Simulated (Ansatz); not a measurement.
Geometry optimisation, Ansatz 0.2.0, RKS revPBE/6-31G*.

Input file:

```yaml
crystal:
  periodic: [false, false, false]
  atoms:
    - { symbol: Si, position_ang: [-0.566112, 3.0e-06, -0.408854] }
    - { symbol: H, position_ang: [0.132039, 8.4e-05, 2.178337] }
    - { symbol: F, position_ang: [0.925005, 1.0e-06, 0.188971] }
    - { symbol: Cl, position_ang: [-0.795427, 1.69591, -1.526989] }
    - { symbol: Cl, position_ang: [-0.795482, -1.695901, -1.526982] }
    - { symbol: F, position_ang: [-1.680241, -3.2e-05, 0.735845] }
    - { symbol: H, position_ang: [-0.493883, -6.5e-05, 2.510573] }
basis:
  gaussian: { orbitals: "6-31G*" }
hamiltonian:
  xc: revpbe
relax:
  f_tol: 0.03
  max_steps: 50
```

Command:

```bash
$ ansatz run input.yaml --threads 2 --pin off --max-ram 3072MiB --backend cpu --events-out ev --progress --plain --runs-dir out
```

Question: Where does it end, and by what steps?

Answer: The forces met the threshold. After 9 steps the energy has fallen by 0.393 eV; H2 moved furthest, 1.10 Å.

```csv
step,energy less start (eV),largest force component (eV/Å),accepted
0,0.0000,1.399,yes
1,-0.2166,0.277,yes
2,-0.3040,0.485,yes
3,-0.3562,0.245,yes
4,-0.3834,0.117,yes
5,-0.3899,0.044,yes
6,-0.3919,0.046,yes
7,-0.3926,0.071,yes
8,-0.3927,0.066,yes
9,-0.3929,0.017,yes
```

```xyz
7
Properties=species:S:1:pos:R:3
Si -0.651 0.000 -0.797
H 0.399 0.000 3.246
F 0.796 0.000 -0.097
Cl -0.853 1.686 -1.934
Cl -0.853 -1.686 -1.934
F -1.766 0.000 0.360
H -0.346 0.000 3.305
```

Whether the end is a true minimum wasn't checked by a vibrational analysis.

The run took 15 s on 2 threads of Arm Neoverse V2 (shared host), peak memory 0.13 GiB.
